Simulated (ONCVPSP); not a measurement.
## PBE ONCV dataset for Ne (Z = 10), scalar-relativistic all-electron reference.

```json
{"Element": "neon (Ne)", "Generator": "ONCVPSP 4.0.1", "Type": "optimised norm-conserving Vanderbilt (ONCV)", "Functional": "PBE", "Relativity": "scalar-relativistic", "Frozen core": "[He]", "Valence charge": "8", "Reference configuration": "2s2 2p6", "Partial waves": "2s: rc 0.65 bohr, ncon 3, nbas 7, qcut 8.4 1/bohr, 2 projectors, debl 2.4 Ha; 2p: rc 1.15 bohr, ncon 4, nbas 9, qcut 14.9 1/bohr, 2 projectors, debl 3.7 Ha; d scattering state at 0.16 Ha: rc 1.15 bohr, ncon 4, nbas 9, qcut 7.8 1/bohr, 2 projectors, debl 1 Ha", "Local potential": "polynomial inside 0.60 bohr (lpopt 5, dvloc0 3 Ha)", "Core correction": "Teter function, fcfact 5.25, rcfact 1.65"}
```

Poles of the logarithmic derivatives, all-electron (AE) and pseudo (PS). s: poles at no energy (AE) and no energy (PS) Ha. p: poles at 0.8 (AE) and 0.8 (PS) Ha. d: poles at no energy (AE) and no energy (PS) Ha. Test radii: s 0.66, p 1.16, d 1.16 bohr.

* Cutoffs needed: 284 Ha and 461 Ha (the cutoffs (Ha) at which the residual kinetic energy of the hardest occupied pseudo-wave falls to 1 and 0.1 mHa per electron)
* Ghost test: no bound ghost flagged; no localised positive-energy state flagged
* Largest excitation error: +351 meV (all-electron minus pseudo) for 2s2 2p3, out of 4 test configurations
* rms error of d²Exc/dni dnj: 1.69 mHa without and 1.53 mHa with the model core
